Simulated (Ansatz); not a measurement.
Members of the series CXY, Y = fluoro; each row names its spin state. All species are isolated molecules in the gas phase. One relaxed conformer stands for each flexible species; it need not be the lowest. Strings in code marks are SMILES.

Quantity: adiabatic spin-state energy, in eV. The DFT solution of `F[C][AlH2]`, `C=C[C]F` and `[CH]F` is unstable or spin-contaminated; the geometry comes from it.

Level 1: r2SCAN/cc-pVTZ // PBE0-D3(BJ)/def2-TZVP (Ansatz, a quantum-chemistry and plane-wave program)
Level 2: r2SCAN0/cc-pVTZ // PBE0-D3(BJ)/def2-TZVP (Ansatz)

```tsv
species	level 1	level 2
`F[C][AlH2]`: multiplicity 3 minus multiplicity 1	-0.91	-1.05
`F[C]F`: multiplicity 3 minus multiplicity 1	1.97	1.88
`C=C[C]F`: multiplicity 3 minus multiplicity 1	-0.137	-0.235
`F[C]Cl`: multiplicity 3 minus multiplicity 1	1.16	1.02
`[CH]F`: multiplicity 3 minus multiplicity 1	0.126	0.060
```
